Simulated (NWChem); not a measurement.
System: CH₅NZn; SMILES [CH3][Zn][NH2]

Input file for NWChem:

```
start job
memory heap 200 mb stack 900 mb global 1100 mb
geometry units angstroms noautoz
  Zn     0.154027    -0.024478     0.002961
  C      0.198938     1.909095     0.001818
  H     -0.326316     2.321857     0.878144
  H     -0.288003     2.319769    -0.897331
  H      1.232991     2.288695     0.023676
  N      0.236290    -1.845479     0.005689
  H     -0.081431    -2.350751    -0.817420
  H     -0.108046    -2.349691     0.818720
end
basis spherical
  * library def2-svp
end
dft
  xc xpbe96 cpbe96
  iterations 150
  mulliken
end
task dft energy
```

Output (shortened):

```
             Northwest Computational Chemistry Package (NWChem) 7.3.0
             --------------------------------------------------------

 C1  symmetry detected

                             Geometry "geometry" -> ""
                             -------------------------

 Output coordinates in angstroms (scale by  1.889725989 to convert to a.u.)

  No.       Tag          Charge          X              Y              Z
 ---- ---------------- ---------- -------------- -------------- --------------
    1 Zn                  30.0000     0.00008284     0.02517932    -0.01041194
    2 C                    6.0000    -0.00010999    -1.90855087     0.02714259
    3 H                    1.0000     0.88504870    -2.31860193    -0.48526712
    4 H                    1.0000    -0.89081658    -2.31809624    -0.47599552
    5 H                    1.0000     0.00516365    -2.29206530     1.05996804
    6 N                    7.0000    -0.00012143     1.84585571     0.07878869
    7 H                    1.0000    -0.81836383     2.35166698    -0.25043643
    8 H                    1.0000     0.81799292     2.35203203    -0.25028708

 Effective nuclear repulsion energy (a.u.)     169.4754944680

  pbe96 is a nonlocal functional; adding pw91lda local functional.

                                 NWChem DFT Module
                                 -----------------

 Summary of "ao basis" -> "ao basis" (spherical)
 ------------------------------------------------------------------------------
       Tag                 Description            Shells   Functions and Types
 ---------------- ------------------------------  ------  ---------------------
 Zn                         def2-svp                11       31   5s3p2d1f
 C                          def2-svp                 6       14   3s2p1d
 H                          def2-svp                 3        5   2s1p
 N                          def2-svp                 6       14   3s2p1d

            General Information
            -------------------
          SCF calculation type: DFT
          Wavefunction type:  closed shell.
          No. of atoms     :     8
          No. of electrons :    48
           Alpha electrons :    24
            Beta electrons :    24
          Charge           :     0
          Spin multiplicity:     1
          Use of symmetry is: off; symmetry adaption is: off
          Maximum number of iterations: 150
          AO basis - number of functions:    84
                     number of shells:    38
          Convergence on energy requested:  1.00D-06
          Convergence on density requested:  1.00D-05
          Convergence on gradient requested:  5.00D-04

              XC Information
              --------------
          PerdewBurkeErnzerhof Exchange Functional  1.000
            Perdew 1991 LDA Correlation Functional  1.000 local
           PerdewBurkeErnz. Correlation Functional  1.000 non-local

             Grid Information
             ----------------
          Grid used for XC integration:  medium
          Radial quadrature: Mura-Knowles
          Angular quadrature: Lebedev.
          Tag              B.-S. Rad. Rad. Pts. Rad. Cut. Ang. Pts.
          ---              ---------- --------- --------- ---------
          Zn                  1.35      112           8.0       590
          C                   0.70       49          11.0       434
          H                   0.35       45          12.0       434
          N                   0.65       49          11.0       434
          Grid pruning is: on
          Number of quadrature shells:   435
          Spatial weights used:  Erf1

      Superposition of Atomic Density Guess
      -------------------------------------

 Sum of atomic energies:       -1871.92686708

      Non-variational initial energy
      ------------------------------

 Total energy =   -1873.145298
 1-e energy   =   -2947.631240
 2-e energy   =     905.010448
 HOMO         =      -0.329400
 LUMO         =      -0.016525

     ---------------------------------------------
      Total Density - Mulliken Population Analysis
     ---------------------------------------------

    Atom       Charge   Shell Charges
 -----------   ------   -------------------------------------------------------
    1 Zn  30    29.09   2.00  2.00  2.00  0.69  0.14  6.00  6.00  0.31  8.02  1.93  0.00
    2 C    6     6.67   1.99  0.96  0.28  2.09  1.34  0.01
    3 H    1     0.89   0.66  0.20  0.03
    4 H    1     0.89   0.66  0.20  0.03
    5 H    1     0.88   0.66  0.20  0.03
    6 N    7     8.03   1.99  1.05  0.50  2.63  1.86  0.01
    7 H    1     0.77   0.60  0.13  0.05
    8 H    1     0.77   0.60  0.13  0.05

   convergence    iter        energy       DeltaE   RMS-Dens  Diis-err
 ---------------- ----- ----------------- --------- --------- ---------
 d= 0,ls=0.0,diis     1  -1874.4599285961 -2.04D+03  1.99D-02  5.08D-01
 d= 0,ls=0.0,diis     2  -1874.2809270600  1.79D-01  1.30D-02  1.91D+00
 d= 0,ls=0.0,diis     3  -1874.5186935843 -2.38D-01  3.08D-03  6.67D-02
 d= 0,ls=0.0,diis     4  -1874.5237530614 -5.06D-03  1.30D-03  3.19D-02
 d= 0,ls=0.0,diis     5  -1874.5270223850 -3.27D-03  1.70D-04  2.43D-04
  Resetting Diis
 d= 0,ls=0.0,diis     6  -1874.5270399425 -1.76D-05  6.67D-05  4.37D-05
 d= 0,ls=0.0,diis     7  -1874.5270434835 -3.54D-06  5.85D-05  9.74D-06
 d= 0,ls=0.0,diis     8  -1874.5270409173  2.57D-06  3.96D-05  3.80D-05
 d= 0,ls=0.0,diis     9  -1874.5270443814 -3.46D-06  4.16D-06  1.57D-07
 d= 0,ls=0.0,diis    10  -1874.5270443945 -1.31D-08  1.29D-06  2.81D-08

         Total DFT energy =    -1874.527044394456
      One electron energy =    -2948.030799090596
           Coulomb energy =      988.917680854877
    Exchange-Corr. energy =      -84.889420626773
 Nuclear repulsion energy =      169.475494468036

 Numeric. integr. density =       48.000004131967

                       DFT Final Molecular Orbital Analysis
                       ------------------------------------

 Vector   22  Occ=2.000000D+00  E=-2.946700D-01
              MO Center=  3.0D-05,  8.9D-01,  4.7D-02, r^2= 1.9D+00
   Bfn.  Coefficient  Atom+Function         Bfn.  Coefficient  Atom+Function
  ----- ------------  ---------------      ----- ------------  ---------------
     4      0.544551  1 Zn s                 65      0.353573  6 N  py
    19      0.314104  1 Zn d  2               3     -0.282639  1 Zn s
    17      0.188932  1 Zn d  0              68     -0.179293  6 N  py
    75     -0.136069  7 H  s                 80     -0.136050  8 H  s
    63      0.109142  6 N  s                 13      0.107166  1 Zn py

 Vector   23  Occ=2.000000D+00  E=-2.422603D-01
              MO Center= -3.0D-05, -9.5D-01,  1.1D-03, r^2= 2.9D+00
   Bfn.  Coefficient  Atom+Function         Bfn.  Coefficient  Atom+Function
  ----- ------------  ---------------      ----- ------------  ---------------
    36      0.422667  2 C  py                 4      0.315052  1 Zn s
    13     -0.259376  1 Zn py                39      0.245396  2 C  py
    65     -0.208196  6 N  py                 3     -0.170549  1 Zn s
    10      0.141617  1 Zn py                63     -0.139426  6 N  s
    68      0.114921  6 N  py                62     -0.101333  6 N  s

 Vector   24  Occ=2.000000D+00  E=-1.699021D-01
              MO Center= -9.8D-05,  1.7D+00,  1.2D-01, r^2= 1.3D+00
   Bfn.  Coefficient  Atom+Function         Bfn.  Coefficient  Atom+Function
  ----- ------------  ---------------      ----- ------------  ---------------
    66      0.521527  6 N  pz                69     -0.452522  6 N  pz
    14     -0.179270  1 Zn pz                63     -0.155146  6 N  s
    65      0.153121  6 N  py                16      0.142456  1 Zn d -1
    68     -0.139130  6 N  py                62     -0.101927  6 N  s
     4      0.098614  1 Zn s                 11      0.066126  1 Zn pz

 Vector   25  Occ=0.000000D+00  E=-1.585736D-02
              MO Center=  2.0D-04,  1.5D-01, -1.0D-01, r^2= 6.5D+00
   Bfn.  Coefficient  Atom+Function         Bfn.  Coefficient  Atom+Function
  ----- ------------  ---------------      ----- ------------  ---------------
     5      1.064080  1 Zn s                 34     -0.777117  2 C  s
    63     -0.568739  6 N  s                 19     -0.199589  1 Zn d  2
    39     -0.199409  2 C  py                33     -0.197303  2 C  s
    62     -0.193386  6 N  s                 76      0.190690  7 H  s
    81      0.190704  8 H  s                 36     -0.176536  2 C  py

 Vector   26  Occ=0.000000D+00  E= 3.766356D-02
              MO Center= -2.0D-04, -5.1D-02, -2.6D-02, r^2= 2.6D+00
   Bfn.  Coefficient  Atom+Function         Bfn.  Coefficient  Atom+Function
  ----- ------------  ---------------      ----- ------------  ---------------
    12      1.006724  1 Zn px                 9     -0.270853  1 Zn px
    47     -0.159886  3 H  s                 52      0.160452  4 H  s
    51      0.143814  4 H  s                 46     -0.142955  3 H  s
    75      0.124086  7 H  s                 80     -0.124143  8 H  s
    38      0.114860  2 C  px                 6      0.086690  1 Zn px

 Vector   27  Occ=0.000000D+00  E= 5.754675D-02
              MO Center=  3.0D-04, -4.9D-02,  1.4D-02, r^2= 2.9D+00
   Bfn.  Coefficient  Atom+Function         Bfn.  Coefficient  Atom+Function
  ----- ------------  ---------------      ----- ------------  ---------------
    14      0.993529  1 Zn pz                11     -0.262794  1 Zn pz
    57     -0.224609  5 H  s                 40      0.194364  2 C  pz
    47      0.186669  3 H  s                 52      0.184223  4 H  s
    69     -0.183047  6 N  pz                66      0.179057  6 N  pz
    56     -0.177889  5 H  s                 63     -0.164883  6 N  s

     ---------------------------------------------
      Total Density - Mulliken Population Analysis
     ---------------------------------------------

    Atom       Charge   Shell Charges
 -----------   ------   -------------------------------------------------------
    1 Zn  30    29.57   2.00  2.00  2.00  0.99  0.03  6.00  6.00  0.67  7.93  1.95  0.00
    2 C    6     6.29   1.98  0.90  0.20  2.09  1.10  0.02
    3 H    1     0.96   0.72  0.21  0.02
    4 H    1     0.96   0.72  0.21  0.02
    5 H    1     0.96   0.72  0.21  0.02
    6 N    7     7.46   1.99  0.99  0.47  2.40  1.60  0.01
    7 H    1     0.90   0.71  0.14  0.05
    8 H    1     0.90   0.71  0.14  0.05

     -------------------------------------------
      Total Density - Lowdin Population Analysis
     -------------------------------------------

    Atom       Charge   Shell Charges
 -----------   ------   -------------------------------------------------------
    1 Zn  30    29.41   2.00  2.00  1.96  0.66  0.22  5.99  5.91  0.76  7.71  2.21  0.00
    2 C    6     6.37   1.96  0.60  0.36  1.87  1.54  0.04
    3 H    1     0.97   0.62  0.28  0.07
    4 H    1     0.97   0.62  0.28  0.07
    5 H    1     0.97   0.62  0.28  0.07
    6 N    7     7.38   1.97  0.74  0.49  2.22  1.95  0.02
    7 H    1     0.96   0.60  0.23  0.13
    8 H    1     0.96   0.60  0.23  0.13

     Multipole analysis of the density
     ---------------------------------

     L   x y z        total         alpha         beta         nuclear
     -   - - -        -----         -----         ----         -------
     0   0 0 0     -0.000000    -24.000000    -24.000000     48.000000

     1   1 0 0      0.000071      0.000035      0.000035     -0.000000
     1   0 1 0      0.019817      0.009909      0.009909     -0.000000
     1   0 0 1     -0.363848     -0.181924     -0.181924      0.000000

     2   2 0 0    -18.778089    -14.595164    -14.595164     10.412239
     2   1 1 0      0.000343     -0.000305     -0.000305      0.000953
     2   1 0 1      0.000450      0.000016      0.000016      0.000419
     2   0 2 0    -22.190057   -141.064168   -141.064168    259.938279
     2   0 1 1     -1.758490      0.333583      0.333583     -2.425655
     2   0 0 2    -20.915108    -13.603798    -13.603798      6.292488
```

Level: PBE/def2-SVP. Coordinates come from a PBE0/def2-SVP optimisation.
